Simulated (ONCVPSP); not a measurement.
## lanthanum (La): excitation energies, all-electron against ONCV

| Item | Value |
| --- | --- |
| Element | La |
| Generator | ONCVPSP 4.0.1 |
| Type | optimised norm-conserving Vanderbilt (ONCV) |
| Functional | PBEsol |
| Relativity | scalar-relativistic |
| Frozen core | [Kr] 4d10 |
| Valence charge | 11 |
| Reference configuration | 5s2 5p6 5d1 6s1.5 (charge +0.5) |
| Partial waves | 5s+6s: rc 2.65 bohr, ncon 4, nbas 8, qcut 4.8 1/bohr, 2 projectors; 5p: rc 3.10 bohr, ncon 4, nbas 8, qcut 4.4 1/bohr, 2 projectors, debl 1.3 Ha; 5d: rc 3.00 bohr, ncon 4, nbas 9, qcut 5.2 1/bohr, 2 projectors, debl 2.3 Ha; f scattering state at 0.23 Ha: rc 3.00 bohr, ncon 4, nbas 8, qcut 3.7 1/bohr, 3 projectors, debl 1.8 Ha |
| Local potential | polynomial inside 2.20 bohr (lpopt 4, dvloc0 4 Ha) |
| Core correction | Teter function fitted to the true core (icmod 2), fcfact 0.45 |

In the f channel the program set the typed energies aside and used -0.264, 1.536, 3.336 Ha.

Energies are relative to the spin-unpolarised reference configuration 5s2 5p6 5d1 6s1.5; without spin polarisation the order of configurations can differ from experiment.

```json
{"valence configuration": "5s2 5p6 5d1 6s2", "charge": "0", "ΔE all-electron (eV)": "-2.415", "error AE − PS (meV)": "+0.3"}
{"valence configuration": "5s2 5p6 5d1 6s0", "charge": "+2", "ΔE all-electron (eV)": "14.432", "error AE − PS (meV)": "-4.9"}
```

Problem. What are ΔE and the potential's error for 5s2 5p6 5d1 6s1?

Solution. ΔE = 3.584 eV all-electron; the error (AE − PS) is -0.8 meV.

Problem. What are ΔE and the potential's error for 5s2 5p6 5d1 6s0 6p2?

Solution. ΔE = 2.482 eV all-electron; the error (AE − PS) is +0.3 meV.

Levels in the configuration 5s2 5p6 5d1 6s0 6p2:

```json
{"level": "5s", "all-electron (eV)": "-41.106", "pseudo (eV)": "-41.117"}
{"level": "5p", "all-electron (eV)": "-24.513", "pseudo (eV)": "-24.513"}
{"level": "5d", "all-electron (eV)": "-4.760", "pseudo (eV)": "-4.757"}
{"level": "6p", "all-electron (eV)": "-2.283", "pseudo (eV)": "-2.284"}
```
